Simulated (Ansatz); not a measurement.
```yaml
crystal:
  periodic: [false, false, false]
  atoms:
    - {symbol: C, position_ang: [-1.301657, -1.233644, 1.334761]}
    - {symbol: C, position_ang: [-0.566157, -0.754509, 0.349995]}
    - {symbol: N, position_ang: [0.077326, -0.384758, -0.589577]}
    - {symbol: Si, position_ang: [1.118519, 0.957832, -1.016768]}
    - {symbol: F, position_ang: [1.051132, 2.110962, 0.045243]}
    - {symbol: F, position_ang: [0.513272, 1.543807, -2.378053]}
    - {symbol: H, position_ang: [-2.322789, -0.936273, 1.371218]}
    - {symbol: H, position_ang: [-0.894756, -1.828861, 2.121718]}
    - {symbol: H, position_ang: [2.452346, 0.498283, -1.274286]}
basis:
  gaussian: {orbitals: def2-TZVP}
total_charge: 4
hamiltonian: {xc: {name: wPBEh}, pseudopotentials: {relativity: none}}
accuracy: high
output: {forces: true}
```

```sh
$ ansatz run in.yaml --threads 4 --pin off --events-out ev --progress --plain --max-ram 10444MiB
```

Shortened log:

```
Functional definition: wPBEh
3599 factors; integrals over basis functions are off by at most 4.2e-8 eV
107 factors; integrals over basis functions are off by at most 1.6e-9 eV
mean field evaluation 1: about -16785.2869 eV, gradient 1.8e2 eV
mean field evaluation 2: about -16337.5404 eV, gradient 4.0e2 eV
mean field evaluation 4: about -16643.7614 eV, gradient 2.5e2 eV
mean field evaluation 8: about -16837.4457 eV, gradient 1.8e1 eV
mean field evaluation 16: about -16838.4486 eV, gradient 3.9e-1 eV
mean field evaluation 32: about -16838.4519 eV, gradient 4.8e-4 eV
mean field -16838.45189714 eV, -618.8016937071 hartree, gradient 1.9e-8 eV, S^2 0.000000; 3 other end points of the search recorded, 0 dependent functions left out
reference -16838.45190069 eV, -618.8016938376 hartree; 25, 25 occupied and 185, 185 virtual orbitals, 3599 factors
Total energy: -16838.45190069 eV, -618.8016938376 hartree
Atom 0 at    -1.301657    -1.233644     1.334761 Å, force    -2.090475    -1.229162     2.419784 eV/Å
Atom 1 at    -0.566157    -0.754509     0.349995 Å, force     4.369028     1.233102    -6.231257 eV/Å
Atom 2 at     0.077326    -0.384758    -0.589577 Å, force    -1.729619    -0.760483     3.235330 eV/Å
Atom 3 at     1.118519     0.957832    -1.016768 Å, force    -5.946571     4.337449    -0.498030 eV/Å
Atom 4 at     1.051132     2.110962     0.045243 Å, force     0.966624    -0.292186     0.602500 eV/Å
Atom 5 at     0.513272     1.543807    -2.378053 Å, force     1.005276    -0.391731    -0.893126 eV/Å
Atom 6 at    -2.322789    -0.936273     1.371218 Å, force    -3.085925     0.362297     0.475746 eV/Å
Atom 7 at    -0.894756    -1.828861     2.121718 Å, force     0.821235    -1.707578     2.271703 eV/Å
Atom 8 at     2.452346     0.498283    -1.274286 Å, force     5.690427    -1.551708    -1.382650 eV/Å
Dipole moment:    -0.709542    -2.233203     1.593501 e Å
```

(1) What is wrong with this run?

Answers

(1) The charge is far from anything that the molecule holds. The calculation finished and met its thresholds. The result belongs to that input, not to the molecule as meant.
